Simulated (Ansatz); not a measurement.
Ansatz results at the PBE0-D4/def2-TZVP geometry: LUMO energy (B3LYP/def2-TZVPP) -2.34 eV; HOMO–LUMO gap (PBE0/def2-TZVPP) 5.69 eV; LUMO energy (ωB97M-V/def2-TZVPP) -0.03 eV.

Each molecule was computed in one conformer, which needn't be the lowest.

(1) Which molecule gave them?
A. `[NH]=[Nb]([F])([Cl])[Cl]`
B. `[NH]=[Nb]([F])([F])[F]`
C. `[O]=[Nb]([OH])([OH])[F]`
D. `[CH3][Nb]([OH])([F])=[S]`

Results:

(1) D. The others give `[O]=[Nb]([OH])([OH])[F]`: -1.46, 8.61, 0.58; `[NH]=[Nb]([F])([F])[F]`: -1.94, 7.23, 0.57; `[NH]=[Nb]([F])([Cl])[Cl]`: -2.76, 6.21, -0.46.

B3LYP here is the variant with VWN-RPA as its local correlation; programs differ in this.
